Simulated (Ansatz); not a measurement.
The cluster Ga₃Sb₂⁺, relaxed as a triplet with UKS r2SCAN-D4/def2-SVP in Ansatz, starting from the r2SCAN-D4/def2-SVP geometry of the charge +1 singlet. Force threshold 0.02 eV/Å.

In the def2 sets Sb takes a core potential; there is no spin–orbit coupling. The relaxation made no stability test and no search for a lower SCF solution. At r2SCAN-D4/def2-SVP a singlet of charge 1 lies 0.06 eV below the triplet, each at its own geometry. The structure comes from a short search, and lower isomers may exist.

Start:

| atom | x (Å) | y (Å) | z (Å) |
| --- | --- | --- | --- |
| Ga1 | -0.7210 | 1.3869 | 1.6782 |
| Ga2 | 1.0075 | -0.2698 | -2.9332 |
| Ga3 | -0.5823 | -1.1345 | 2.1637 |
| Sb4 | -1.1144 | -0.1480 | -0.8714 |
| Sb5 | 1.4101 | 0.1653 | -0.0373 |

```tsv
step	energy (eV)	largest force component (eV/Å)	SCF passes
1	-170188.4912	2.100	32
2	-170188.8802	0.709	38
3	-170188.9852	0.310	39
4	-170189.0638	0.402	38
5	-170189.1696	0.723	31
6	-170189.2024	0.389	30
7	-170189.2801	0.147	29
8	-170189.3143	0.077	30
9	-170189.3310	0.061	30
10	-170189.3344	0.016	26
11	-170189.3346	0.015	26
12	-170189.3350	0.006	25
13	-170189.3350	0.007	20
14	-170189.3350	0.004	19
15	-170189.3350	0.003	19
16	-170189.3351	0.011	25
17	-170189.3353	0.041	26
18 (rejected)	-170189.3189	0.234	30
19	-170189.3365	0.029	25
20	-170189.3367	0.035	26
21	-170189.3373	0.010	26
```

Force components are those of the run's own axes.

End:

```xyz
5

Ga   -0.608    2.044    1.214
Ga    0.838   -0.699   -2.191
Ga   -0.397   -1.989    1.415
Sb   -1.301    0.037   -0.577
Sb    1.468    0.606    0.138
```

By distances, no bond broke or formed, bridged metal pairs apart. The bond that changes most is Ga3–Sb4, from 3.24 to 2.98 Å (atoms count from 1). Metal–metal contacts that move far: Ga1–Ga3 2.57 to 4.04 Å.

The force fell under the threshold at step 10, but the optimiser went on and released 0.003 eV more. No frequencies were taken in this run, so the end may be a saddle point.

It took 3.2 min on 4 threads of Arm Neoverse V1 on a shared host.
